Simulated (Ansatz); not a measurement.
`C[NH][InH][OH]` + `OCS` → `[OH][InH][SH]` + `CNCO`  (formal exchange of groups at the In–N bond)

Calculated with Ansatz (gas phase, PBE0-D4/def2-TZVP geometries, no zero-point term in ΔE). CCSD(T)/CBS adds triple-zeta CCSD(T) − MP2 to the extrapolated MP2 energy (def2 sets, frozen cores). Functionals use def2-TZVPP. Elements past krypton have def2 core potentials. For In outer-core shells are correlated without core-valence functions, which leaves a few kJ/mol of doubt a bond. Each species was taken in one conformer, which may not be the lowest.

`C[NH][InH][OH]`:

```xyz
10

C    -1.436    0.020   -0.155
N    -0.217    0.532   -0.731
In    1.661    0.199   -0.114
O     1.729   -1.001    1.472
H    -2.022   -0.574   -0.869
H    -1.211   -0.639    0.688
H    -2.090    0.813    0.230
H    -0.378    1.135   -1.521
H     3.099    0.798   -0.776
H     0.864   -1.282    1.776
```

`OCS`:

Z-matrix (Å, degrees):
```
C
S 1 1.793
O 1 1.405 2 110.6
H 1 1.095 2 109.2 3 123.4
H 1 1.097 2 104.5 3 -120.8
H 2 1.343 1 96.4 3 -70.0
H 3 0.962 1 108.1 2 177.5
```

`[OH][InH][SH]`:

```xyz
6

O     0.686   -0.393   -1.294
In    0.304   -0.043    0.622
S    -1.906    0.786    0.796
H     1.567   -0.736   -1.459
H     1.431   -0.319    1.870
H    -2.082    0.704   -0.535
```

`CNCO`:

Cartesian coordinates in Å:
```
C -1.388 0.045 0.382
N -0.232 0.339 -0.438
C 0.998 -0.201 0.079
O 2.031 -0.050 -0.853
H -2.275 0.504 -0.058
H -1.305 0.393 1.424
H -1.553 -1.035 0.407
H -0.130 1.339 -0.565
H 0.811 -1.258 0.321
H 1.356 0.293 0.995
H 1.687 -0.368 -1.694
```

| species | B2PLYP energy (Eh) |
| --- | --- |
| `C[NH][InH][OH]` | -361.55825 |
| `OCS` | -513.76055 |
| `[OH][InH][SH]` | -665.05498 |
| `CNCO` | -210.30243 |

(1) Work out ΔE.

Largest T1 diagnostic among the species: 0.016.

Answers

(1) ΔE = (-665.05498) + (-210.30243) − (-361.55825) − (-513.76055) = -0.03861 Eh = -1.05 eV. CCSD(T)/CBS gives -1.00 eV.

From PBE to PBE0 (25 % exact exchange), in def2-TZVPP and without D4, ΔE moves by −0.06 eV. In def2-TZVPP, CCSD(T) changes the Hartree–Fock value by +0.17 eV (the triples alone add +0.02 eV) and MP2 by +0.19 eV.
